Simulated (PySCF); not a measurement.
**SnSe₂ at several levels of theory**

All levels use the PBE0 minimum (singlet; Sn–Se 2.303 Å (×2); Se–Sn–Se 180.0°), basis [Sn def2-TZVP with ECP28, Se def2-TZVP], scalar-relativistic core potentials, density fitting, no spin–orbit coupling, PySCF. For vertical energies the ionised species is a doublet (spins chosen at PBE0 and kept) and the electron-attached one a doublet. Atomisation goes to high-spin ground-configuration atoms, without zero-point energy. Open shells are unrestricted, also as the reference of the correlated levels. A dash marks a value that was not computed or is not defined at that level.

Z-matrix (Å, degrees; charge 0 multiplicity 1):
```
Sn
Se 1 2.3029
Se 1 2.3029 2 180.00
```

```
 level  atomisation (kJ/mol)  vertical IP (eV)  vertical EA (eV)  −ε(HOMO) (eV)  gap (eV)
  PBE0                   653              9.05              1.17           7.24      4.35
    HF                   295              8.17              0.35           9.45      9.70
   MP2                   660              9.61              1.09              –         –
   PBE                   698              8.86              1.15           6.23      2.58
r2SCAN                   679              9.02              1.22           6.51      2.94
 B3LYP                   633              9.02                 –           7.00      3.88
```

Spin contamination in at least one species weakens the values at: HF, MP2.

Without diffuse functions attachment energies tend to come out too low.
